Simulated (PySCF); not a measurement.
Run record: geometry optimisation, `[H][Sn]([CH3])([CH3])[Br]` (SnHMe2Br).

Method: PBE0-D3(BJ)/def2-SVP geometry optimisation, gas phase, def2 core potentials past Kr (PySCF 2.14.0). Start geometry: GFN2-xTB. A driver script takes a list of jobs; this job's settings line and coordinates (Å) are shown.

Input:
```
{"job": {"xc": "PBE0", "basis": "def2-SVP", "d3": "d3bj", "grid": 1, "maxiter": 30, "shake": 0.03, "kind": "geom"}, "charge": 0, "multiplicity": 1}
Sn    -0.192150    -0.505180     0.545310
H     -0.371100    -0.613650     2.236110
C      1.736150    -0.607860    -0.234970
H      2.504760     0.214200     0.167070
H      1.770180    -0.572070    -1.324620
H      2.211620    -1.535490     0.088960
C     -1.365560     1.275810    -0.212390
H     -2.370820     1.244160     0.126730
H     -1.398520     1.272080    -1.239930
H     -0.954170     2.201300     0.154430
Br    -1.472320    -2.458790    -0.275810
```

Output:
```
step   0  E = -2868.14463666  max force = 0.058038
step   1  E = -2868.16007374  max force = 0.010980
step   2  E = -2868.16131872  max force = 0.005433
step   3  E = -2868.16160073  max force = 0.002319
step   4  E = -2868.16156578  max force = 0.001794
step   5  E = -2868.16157406  max force = 0.001710
step   6  E = -2868.16158965  max force = 0.000812
step   7  E = -2868.16157930  max force = 0.000453
step   8  E = -2868.16157382  max force = 0.000281
step   9  E = -2868.16157756  max force = 0.000347
optimisation converged
```

Energies in Eh; «max force» is the largest Cartesian gradient component in Eh/bohr.

Task: At which steps does the energy rise by more than 1e-5 Eh?

Result: At steps 4 (+0.03 mEh) and 7 (+0.01 mEh).

Task: Give the first gradient maximum in eV/Å.

Result: With 1 Eh/bohr = 51.422 eV/Å, 2.984 eV/Å.

Summary of the converged run: final energy -2868.16158 Eh after 9 steps; dipole 3.23 D.

Task: How long does this job take on an Arm Neoverse V1 with one thread (shared host)? And the peak memory of the process?

Result: About 71 s, with 0.48 GiB resident at the peak, the Python interpreter and its libraries included.
Labels such as C1 count atoms from 1, the log's own numbers from 0.
